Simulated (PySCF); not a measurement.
# Field gradients at the hydrogen positions

Species: C6H6F3P.
Structure used (PBE0-D3(BJ)/def2-SVP), in Å, numbered top down from 1:
```
atom  x, y, z in Å
C1    -1.8561   -1.5386   -0.0385
C2    -2.0675   -0.2569   -0.3401
P3    -0.7933    0.9586   -0.8002
C4     0.6947    0.1778   -0.2840
C5     1.7666   -0.3552   -0.0600
C6     3.0452   -0.9787    0.2194
C7    -1.0342    2.1281    0.6732
F8    -0.9542    1.5474    1.8667
F9    -0.1280    3.1042    0.6379
F10   -2.2489    2.6836    0.5777
H11   -2.6922   -2.2205    0.1406
H12   -0.8431   -1.9463    0.0414
H13   -3.0891    0.1339   -0.4244
H14    3.2275   -1.8191   -0.4684
H15    3.8660   -0.2559    0.0904
H16    3.0872   -1.3642    1.2499
```

Level: PBE0/pcSseg-1 (PySCF, non-relativistic); Q(2H) = 0.00286 b; rigid geometry, the same for H and D, with no vibrational averaging.

Question: Rank these positions by the coupling χzz of a deuteron there, largest first.
A. H12 (vinylic hydrogen)
B. H15 (methyl hydrogen)
C. H11 (vinylic hydrogen)

Answer: C (205 kHz), A (200 kHz), B (193 kHz).

Tabulate Vzz, the asymmetry η and χzz = 234.96 MHz × Q × Vzz for every hydrogen position.

```csv
atom,bonded to,bond length (Å),Vzz (au),η,χzz (kHz)
H11,C1,1.094,0.3044,0.04,205
H12,C1,1.095,0.2978,0.05,200
H13,C2,1.097,0.2972,0.07,200
H14,C6,1.101,0.2876,0.03,193
H15,C6,1.101,0.2873,0.03,193
H16,C6,1.101,0.2874,0.03,193
```

A static deuteron (I = 1) shows a doublet split by (3/2)χ, (3/4)χ(1 + η) and (3/4)χ(1 − η) with the field along z, y and x of the gradient. What are these for H14?

With |χ| = 193.3 kHz and η = 0.032: 290, 150 and 140 kHz, to first order and without motion.

Geometry: PBE0-D3(BJ)/def2-SVP, one conformer, isolated molecule. The basis is small and wasn't made for field gradients, so the couplings can be 20 % off.
